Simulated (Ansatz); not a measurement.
Cost and result for the atomization energy of CH$_{6}$AsNSi (`C[As]1N[SiH2]1`) (10 atoms, 10 bonds).

```xyz
10

C    -1.615   -0.253    0.155
As   -0.241   -0.564   -1.244
N     1.323   -0.898   -0.173
Si    1.371    0.802   -0.332
H    -1.206    0.250    1.032
H    -2.037   -1.215    0.451
H    -2.413    0.358   -0.271
H     1.304   -1.505    0.631
H     2.538    1.358   -1.057
H     0.975    1.669    0.809
```

Charge 0, multiplicity 1. Correlated methods include outer-core shells of As, which these sets cover unevenly. Scalar relativity is left out up to krypton. The geometry is a stationary point of PBE0-D4/def2-TZVP. Program: Ansatz. All runs use 4 threads of a server CPU on a shared host. Times are those of one run each, without the atoms' runs, and a repeat can differ threefold. Electronic energies, without spin–orbit coupling; frozen cores. CCSD(T)/CBS adds CCSD(T) − MP2 in def2-TZVPP to the MP2 limit, and its time is that of the two runs behind it. T1 = 0.013. With those shells the extrapolation isn't a true limit. B3LYP takes the VWN-RPA correlation (the form of Gaussian; ORCA's B3LYP/G). HSE06 is the plane-wave form, built on full-range PBE exchange.

CCSD(T)/CBS is a level of theory with its own doubt, some kJ/mol a heavy atom from the limit and from the frozen cores, so smaller differences don't rank the functionals.

```
                             level  functions  wall time  atomization (kJ/mol)  difference from CCSD(T)/CBS  per bond
              revPBE-D4/def2-TZVPP        236      2.1 s                3235.0                        -11.6      -1.2
                BLYP-D4/def2-TZVPP        236      2.1 s                3266.9                         20.3       2.0
               BHLYP-D4/def2-TZVPP        236      3.4 s                3160.2                        -86.4      -8.6
               HSE06-D4/def2-TZVPP        236      3.5 s                3244.2                         -2.4      -0.2
           CAM-B3LYP-D4/def2-TZVPP        236      3.9 s                3261.3                         14.7       1.5
 B3LYP-D4/def2-TZVPP (with forces)        236      4.9 s                3263.6                         17.0       1.7
r2SCAN-D4/def2-TZVPP (with forces)        236      5.5 s                3248.5                          1.9       0.2
                 B2PLYP/def2-TZVPP        236        6 s                3209.0                        -37.6      -3.8
                  CCSD(T)/def2-SVP        108        6 s                2964.0                       -282.6     -28.3
                 B97M-V/def2-TZVPP        236       10 s                3267.8                         21.2       2.1
                    MP2/def2-QZVPP        453       24 s                3223.3                        -23.3      -2.3
                CCSD(T)/def2-TZVPP        236    2.4 min                3145.1                       -101.5     -10.1
                 CCSD(T)/CBS(def2)          –    2.8 min                3246.6                          0.0       0.0
```

Leaving LDA and LC-ωPBE aside and taking each functional with its dispersion term where it has one, the values, not all of them listed here, spread over 149.8 kJ/mol, from BHLYP-D4 to PBE-D4. LDA lies +450.8 kJ/mol from PBE without D4, its usual overbinding. From PBE to PBE0 (25 % exact exchange), in def2-TZVPP and without D4, the atomization energy moves by −63.2 kJ/mol: exact exchange takes away binding that semilocal exchange gives to molecules. In def2-TZVPP, CCSD(T) changes the Hartree–Fock value by +943.7 kJ/mol (the triples alone add +58.3 kJ/mol) and MP2 by +961.7 kJ/mol; breaking electron pairs costs correlation energy, which Hartree–Fock lacks.
